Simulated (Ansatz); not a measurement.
Geometry optimisation, Ansatz, RKS PBE0-D4/6-31G.

Input file:

```yaml
crystal:
  periodic: [false, false, false]
  atoms:
    - { symbol: Al, position_ang: [-1.0885, 0.3538, -0.0683] }
    - { symbol: C, position_ang: [0.8131, -0.5818, -0.9315] }
    - { symbol: F, position_ang: [-2.3133, -0.4018, -0.844] }
    - { symbol: F, position_ang: [-1.0177, 1.9884, 0.0369] }
    - { symbol: H, position_ang: [-0.0138, 0.3553, 1.9483] }
    - { symbol: F, position_ang: [-1.0825, -0.1848, 1.972] }
    - { symbol: H, position_ang: [0.7668, 0.1813, 0.2371] }
    - { symbol: F, position_ang: [0.9508, 0.6882, 1.3224] }
    - { symbol: H, position_ang: [0.3308, -0.4831, -1.9105] }
    - { symbol: H, position_ang: [0.8084, -1.6413, -0.6764] }
    - { symbol: H, position_ang: [1.846, -0.2741, -1.086] }
basis:
  gaussian: { orbitals: "6-31G" }
hamiltonian:
  xc: pbe0
  dispersion: d4
relax:
  f_tol: 0.15
  max_steps: 25
  restrain:
    - { distance: [0, 5], at: 1.78, k: 30.0 }
    - { distance: [4, 7], at: 0.88, k: 30.0 }
    - { distance: [6, 1], at: 1.07, k: 30.0 }
    - { distance: [0, 1], at: 3.27, k: 30.0 }
    - { distance: [4, 5], at: 2.18, k: 30.0 }
    - { distance: [6, 7], at: 2.18, k: 30.0 }
output:
  orbitals: {}
```

Command:

```bash
$ ansatz run input.yaml --threads 1 --pin off --max-ram 2048MiB --backend cpu --events-out ev --progress --plain --runs-dir out
```

Where does it end, and by what steps?

The run converged. The restraints hold the end off the free minimum. Limits of this set-up: no polarisation functions. After 18 steps the energy has fallen by 2.257 eV (the restraints' own energy left out); F6 moved furthest, 1.33 Å. Parted: Al1–C2, Al1–H7. Joined: Al1–F8, C2–H7, H5–F8.

```json
{"step": "0", "energy less start (eV)": "0.0000", "largest force component (eV/Å)": "2.167", "accepted": "yes"}
{"step": "1", "energy less start (eV)": "-0.6007", "largest force component (eV/Å)": "3.905", "accepted": "yes"}
{"step": "2", "energy less start (eV)": "-0.8670", "largest force component (eV/Å)": "5.076", "accepted": "yes"}
{"step": "3", "energy less start (eV)": "-1.1583", "largest force component (eV/Å)": "3.517", "accepted": "yes"}
{"step": "4", "energy less start (eV)": "-1.3844", "largest force component (eV/Å)": "1.659", "accepted": "yes"}
{"step": "5", "energy less start (eV)": "-1.5459", "largest force component (eV/Å)": "0.885", "accepted": "yes"}
{"step": "6", "energy less start (eV)": "-1.6724", "largest force component (eV/Å)": "0.920", "accepted": "yes"}
{"step": "7", "energy less start (eV)": "-1.7968", "largest force component (eV/Å)": "1.150", "accepted": "yes"}
{"step": "8", "energy less start (eV)": "-1.9433", "largest force component (eV/Å)": "1.224", "accepted": "yes"}
{"step": "9", "energy less start (eV)": "-1.9576", "largest force component (eV/Å)": "1.753", "accepted": "yes"}
{"step": "10", "energy less start (eV)": "-2.0151", "largest force component (eV/Å)": "1.224", "accepted": "yes"}
{"step": "11", "energy less start (eV)": "-2.0758", "largest force component (eV/Å)": "1.327", "accepted": "yes"}
{"step": "12", "energy less start (eV)": "-2.0987", "largest force component (eV/Å)": "1.361", "accepted": "yes"}
{"step": "13", "energy less start (eV)": "-2.1240", "largest force component (eV/Å)": "1.312", "accepted": "yes"}
{"step": "14", "energy less start (eV)": "-2.1796", "largest force component (eV/Å)": "1.324", "accepted": "yes"}
{"step": "15", "energy less start (eV)": "-2.2053", "largest force component (eV/Å)": "1.314", "accepted": "yes"}
{"step": "16", "energy less start (eV)": "-2.2386", "largest force component (eV/Å)": "1.336", "accepted": "yes"}
{"step": "17", "energy less start (eV)": "-2.2536", "largest force component (eV/Å)": "1.345", "accepted": "yes"}
{"step": "18", "energy less start (eV)": "-2.2573", "largest force component (eV/Å)": "1.522", "accepted": "yes"}
```

```xyz
11
Properties=species:S:1:pos:R:3
Al -1.408 0.374 0.576
C 1.173 -0.462 -1.248
F -1.773 -1.182 0.031
F -1.223 1.649 -0.512
H 0.170 0.448 2.437
F -1.964 0.785 2.185
H 1.496 -0.289 -0.229
F 0.328 0.243 1.543
H 0.764 0.460 -1.668
H 0.410 -1.245 -1.268
H 2.028 -0.783 -1.846
```

Whether the end is a true minimum wasn't checked by a vibrational analysis.

The run took 78 s on 1 thread of Arm Neoverse V1 (shared host), peak memory 0.16 GiB.
